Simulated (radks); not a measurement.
Values are calculated unless marked as measured or tabulated.
Bi71+, 12 electrons, occupied as [Ne] 3s2. Level of theory: Dirac Kohn-Sham, PBE, spin-unpolarised, spherical densities, point nucleus (a radial shooting solver on a logarithmic mesh with Libxc functionals).

Normalised radial functions P(r) = r R(r) (large component), r in bohr:

```
   r/bohr * 2p1/2 (the largest magnitude, 4.05, reaches the edge; | marks zero)
0.0008358 |*
0.0009274 |*
 0.001037 | *
 0.001151 | *
 0.001277 | *
 0.001429 | *
 0.001585 | *
 0.001759 |  *
 0.001967 |  *
 0.002183 |   *
 0.002442 |   *
 0.002709 |   *
 0.003006 |    *
 0.003362 |     *
 0.003731 |     *
  0.00414 |      *
  0.00463 |       *
 0.005138 |        *
 0.005701 |         *
 0.006377 |           *
 0.007075 |            *
 0.007851 |              *
 0.008781 |                *
 0.009744 |                  *
  0.01081 |                     *
  0.01209 |                        *
  0.01342 |                          *
  0.01489 |                             *
  0.01665 |                                 *
  0.01848 |                                    *
  0.02067 |                                        *
  0.02293 |                                           *
  0.02545 |                                              *
  0.02846 |                                                 *
  0.03158 |                                                   *
  0.03505 |                                                     *
   0.0392 |                                                      *
  0.04349 |                                                      *
  0.04826 |                                                     *
  0.05398 |                                                   *
   0.0599 |                                                *
  0.06646 |                                           *
  0.07434 |                                      *
  0.08249 |                                 *
  0.09153 |                           *
   0.1024 |                     *
   0.1136 |                *
    0.126 |           *
    0.141 |       *
   0.1564 |    *
    0.175 |  *
   0.1942 | *
   0.2154 |*
    0.241 *
   0.2674 *
   0.2967 *
   0.3318 *
   0.3682 *
   0.4086 *
    0.457 *
   0.5071 *
```

2p1/2: eigenvalue -21977 eV, 0 radial nodes, <r> = 0.0531 bohr, 90 % of the charge inside 0.0887 bohr.
